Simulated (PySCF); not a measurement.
PySCF 2.14 output of an unrestricted PBE0 calculation on a single atom or ion in aug-cc-pVDZ, with no relativity, point nucleus:

```
SCF conv_tol = 1e-09
number electrons alpha = 15  beta = 9
    C. Adamo and V. Barone.,  J. Chem. Phys. 110, 6158 (1999)
    M. Ernzerhof and G. E. Scuseria.,  J. Chem. Phys. 110, 5029 (1999)
cycle= 1 E= -1262.20132447507  delta_E= -0.00272  |g|= 0.0248  |ddm|= 0.831
cycle= 2 E= -1262.20142675205  delta_E= -0.000102  |g|= 0.0174  |ddm|= 0.364
cycle= 3 E= -1262.20150399535  delta_E= -7.72e-05  |g|= 0.000716  |ddm|= 0.0693
cycle= 4 E= -1262.20150429617  delta_E= -3.01e-07  |g|= 1.37e-05  |ddm|= 0.0198
cycle= 5 E= -1262.20150429633  delta_E= -1.6e-10  |g|= 2.28e-06  |ddm|= 3.7e-05
converged SCF energy = -1262.20150429633  <S^2> = 12.000388  2S+1 = 7.0001108
```

The run itself started from symmetry-adapted Hartree-Fock orbitals and held the occupation by maximum overlap, on a logarithmic radial grid, so the iterations belong to that start.

Which element, charge and spin multiplicity is this?

Fe²⁺ (iron, charge +2), multiplicity 7; the state was [Ar] 3d5 4p1, high-spin 7P determinant (an excited configuration).
